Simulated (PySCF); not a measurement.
ClCu (SMILES [Cl][Cu]), singlet, geometry from GFN2-xTB (such geometries of metal compounds can be far from the true shape).

PySCF was given this input:
```python
from pyscf import gto, scf, dft

mol = gto.M(
    atom='''
Cu   -0.000000   -0.000000   -0.757813
Cl    0.000000    0.000000    1.292741
''',
    basis='6-31g**',
    charge=0,
    spin=0,
    verbose=4,
)

mf = dft.RKS(mol)
mf.xc = 'pbe'
mf.kernel()
```

**Question.** Give the HOMO-LUMO gap at the level PySCF with PBE/6-31G**.

**Answer.** 0.47 eV

**Question.** Predict the number of basis functions from PBE/6-31G**.

**Answer.** 52

**Question.** Estimate the nuclear repulsion energy that PBE/6-31G** returns for this input.

**Answer.** 127.2263 Eh

**Question.** Estimate the total energy that PBE/6-31G** returns for this input.

**Answer.** -2099.940758 Ha
